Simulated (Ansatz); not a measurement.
C2H6O2Si can be A, `C=C(O)[SiH2]O`, or B, `CC(=O)O[SiH3]`.

Calculated with Ansatz (gas phase, PBE0-D4/def2-TZVP geometries, no zero-point term in ΔE). CCSD(T)/CBS adds triple-zeta CCSD(T) − MP2 to the extrapolated MP2 energy (def2 sets, frozen cores). Functionals use def2-TZVPP. One conformer a species, not always the lowest.

A:

```xyz
11

C     0.510    1.024   -1.293
C     0.044    0.585   -0.126
O    -0.122    1.370    0.978
Si   -0.486   -1.191    0.165
O     0.319   -1.864    1.432
H     0.630    0.342   -2.124
H     0.786    2.064   -1.458
H     0.158    2.272    0.780
H    -1.955   -1.202    0.405
H    -0.143   -1.987   -1.035
H     0.259   -1.413    2.275
```

B:

```xyz
11

C     1.2597    1.3836   -0.5961
C     0.3387    0.5301    0.2128
O     0.0787    0.6886    1.3776
O    -0.2016   -0.4733   -0.4951
Si   -1.2612   -1.4935    0.3444
H     2.0598    0.7676   -1.0109
H     1.6750    2.1737    0.0241
H     0.7138    1.8126   -1.4387
H    -1.6660   -2.4652   -0.6970
H    -0.5591   -2.1840    1.4480
H    -2.4377   -0.7402    0.8309
```

(1) Which isomer does CCSD(T)/CBS put lower? Give the gap. (Best estimate.)

(2) Give E(B) − E(A) in kJ/mol with ωB97M-V, CCSD/def2-TZVPP, CCSD(T)/def2-SVP, BLYP-D4, CCSD(T)/def2-TZVPP, MP2/def2-TZVPP, LDA (SPW92). (Estimate.)

(3) Does the order hold for the free energy at 298.15 K (harmonic terms from PBE0-D4)? (An estimate is asked.)

Largest T1 diagnostic: 0.014.

## Answers

(1) The calculation gave: B, by 61.9 kJ/mol.

(2) The calculation gave: ωB97M-V -71.0, CCSD/def2-TZVPP -70.3, CCSD(T)/def2-SVP -109.6, BLYP-D4 -70.5, CCSD(T)/def2-TZVPP -70.0, MP2/def2-TZVPP -68.7, LDA (SPW92) -71.5. None reverses the order clearly.

(3) Computed: Yes: G(B) − G(A) = -64.2 kJ/mol, for one conformer each.

Leaving LDA and LC-ωPBE aside and taking each functional with its dispersion term where it has one, the values, not all of them listed here, spread over 10.5 kJ/mol, from ωB97X-V to BLYP-D4. At CCSD(T), def2-SVP lies −47.7 kJ/mol from the extrapolated value and def2-TZVPP −8.1 kJ/mol.
